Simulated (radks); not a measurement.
Excited configurations of C+: one electron is placed in a higher orbital outside [He] 2s2. The ground configuration is [He] 2s2 2p1. Calculated with a radial shooting solver on a logarithmic mesh with Libxc functionals: non-relativistic Kohn-Sham, PBE, spin-polarised, spherical densities, point nucleus; open shells are filled with parallel spins first. Excitation = E - E(ground); binding = E(ion) - E, where the ion is the core of charge +2; n* = 2/sqrt(2 binding) in atomic units, and the quantum defect is n - n*.

[
 {"outer orbital": "4s", "excitation (eV)": "19.320", "binding (eV)": "5.267", "n*": "3.215", "quantum defect": "0.785", "eigenvalue (eV)": "-4.201", "<r> (bohr)": "8.127"},
 {"outer orbital": "4d", "excitation (eV)": "20.597", "binding (eV)": "3.989", "n*": "3.694", "quantum defect": "0.306", "eigenvalue (eV)": "-3.043", "<r> (bohr)": "9.241"},
 {"outer orbital": "5f", "excitation (eV)": "22.190", "binding (eV)": "2.396", "n*": "4.765", "quantum defect": "0.235", "eigenvalue (eV)": "-1.866", "<r> (bohr)": "14.88"},
 {"outer orbital": "6d", "excitation (eV)": "22.761", "binding (eV)": "1.825", "n*": "5.461", "quantum defect": "0.539", "eigenvalue (eV)": "-1.483", "<r> (bohr)": "22.38"},
 {"outer orbital": "6f", "excitation (eV)": "22.877", "binding (eV)": "1.709", "n*": "5.643", "quantum defect": "0.357", "eigenvalue (eV)": "-1.370", "<r> (bohr)": "22.42"},
 {"outer orbital": "7s", "excitation (eV)": "23.038", "binding (eV)": "1.549", "n*": "5.928", "quantum defect": "1.072", "eigenvalue (eV)": "-1.289", "<r> (bohr)": "28.19"},
 {"outer orbital": "7p", "excitation (eV)": "23.140", "binding (eV)": "1.447", "n*": "6.133", "quantum defect": "0.867", "eigenvalue (eV)": "-1.201", "<r> (bohr)": "29.79"},
 {"outer orbital": "7f", "excitation (eV)": "23.306", "binding (eV)": "1.280", "n*": "6.520", "quantum defect": "0.480", "eigenvalue (eV)": "-1.044", "<r> (bohr)": "31.29"}
]

The Delta-SCF ionisation energy is 24.586 eV (NIST Atomic Spectra Database: 24.383 eV, measured). Self-interaction in the functional shifts the binding energies and quantum defects, so they are the method's values and not measured ones. Open shells are spherical and high-spin; term and fine-structure splittings are not resolved.
